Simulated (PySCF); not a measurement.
How the method changes the constants of BeN⁺

State: ³Σ⁻ (triplet), unpaired electrons π ↑↑. Set-up: Be 3-21G, N 3-21G; no relativity (PySCF 2.14). De refers to Be⁺ + N in their high-spin ground configurations, without counterpoise correction. The functionals are run spin-unrestricted. A positive dipole points towards N; it is taken about the centre of mass and depends on that origin. Levels whose curve was spin-contaminated or gave no clean fit are not listed.

| Level | Re (Å) | ωe (cm⁻¹) | De (eV) | μ (D) | CPU s a point (SCF and correlation, without the integrals) |
| --- | --- | --- | --- | --- | --- |
| ROHF | 1.622 | 967 | -0.122 | -8.17 | 0.02 |
| ROHF-MP2 | 1.654 | 901 | 1.03 | n/a | 0.031 |
| ROHF-SCS-MP2 | 1.665 | 861 | 1.08 | n/a | n/a |
| ROHF-CCSD | 1.718 | 666 | 1.35 | n/a | n/a |
| ROHF-CCSD(T) | 1.728 | 684 | 1.47 | n/a | 0.37 |
| PBE | 1.661 | 875 | 2.40 | -6.41 | 0.25 |
| PBE0 | 1.648 | 851 | 1.96 | -6.93 | 0.36 |
| B97-3 | 1.639 | 920 | 2.07 | -7.15 | 0.22 |

The bond length runs from 1.622 Å (ROHF) to 1.728 Å (ROHF-CCSD(T)). De spans -0.12 eV (ROHF, mean field) to 2.40 eV (PBE, GGA). Correlation at CCSD(T) changes the Hartree–Fock bond energy by +1.59 eV; the triples alone change it by +0.12 eV.

Correlated steps freeze 1 core orbital. For an ion De counts to the pair picked by the measured ionisation energies or electron affinities, which need not be the lowest pair at this level. The CCSD T1 diagnostic is raised, a sign that a single reference may not be enough here. 3-21G is very small, so such numbers show the basis as much as the molecule. UHF is strongly spin-contaminated for BeN⁺, so the ROHF reference used there is far from stable. A negative De means that the minimum lies above the separated atoms at that level. The state was picked by a PBE0 search and need not be the measured ground state.

The whole job (state search and all levels along the bond) took about 0.66 min on 1 thread of Arm Neoverse N1 (shared host), peak memory 0.3 GiB.
